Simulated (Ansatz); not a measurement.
**Telling isomers of FHSSn apart by their spectra**

These gas-phase data were calculated for one isomer of FHSSn at PBE0-D4/def2-SVP (harmonic, unscaled wavenumbers; equilibrium rotational constants with average atomic masses):

* rotational constants: 19, 1.909, 1.735 GHz
* all wavenumbers above 1500 cm⁻¹: 1762

Candidates:

(1) `[F][Sn][SH]`, a singlet
(2) `F[S][SnH]`, a singlet

Q: Which candidate do the data belong to?

A: Candidate (2). No mode falls between 2500 and 2800 cm⁻¹, where the S–H stretch of (1) would stand.

The same quantities for all candidates:

```
     rotational constants (GHz)  wavenumbers above 1500 cm⁻¹  E above the lowest, PBE0-D4/def2-SVP (kcal/mol)
(1)         8.017, 3.068, 2.219                         2705                                              0.0
(2)            19, 1.909, 1.735                         1762                                             63.6
```

Harmonic stretches to hydrogen usually lie a few per cent above observed fundamentals. Each candidate is one conformer. Atoms past krypton carry core potentials. Programs: Ansatz 0.2.0.
